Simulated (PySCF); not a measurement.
CH2FNOSi.

```xyz
7

N      2.6297    -0.2355    -0.1313
C      1.5673    -0.0748     0.3037
O      0.3961     0.1068     0.8113
Si    -1.0868    -0.3030     0.0878
F     -1.4191     0.8134    -1.0260
H     -2.0633    -0.2242     1.1857
H     -0.9301    -1.6125    -0.5738
```
Charge 0, spin multiplicity 1.

The structure is a stationary point at ωB97X-D3(BJ)/def2-SVP. This is a generated structure with no PubChem entry under its InChIKey; it may be hypothetical. One conformer was computed; it need not be the lowest.

Method: PBE/pcSseg-1 in PySCF. Non-relativistic, no solvent.

Computed absolute GIAO shielding of each atom: isotropic value and principal components (ppm):
```csv
atom,σ(iso),σ11,σ22,σ33,span
N1,75.5,-64.8,-37.6,328.7,393.5
C2,70.4,-39.1,-37.1,287.3,326.4
O3,238.7,190.2,242.3,283.6,93.5
Si4,343.6,316.3,348.0,366.6,50.2
F5,315.7,215.0,339.2,392.8,177.7
H6,26.3,22.9,24.2,31.8,8.9
H7,25.9,22.7,24.1,30.8,8.0
```
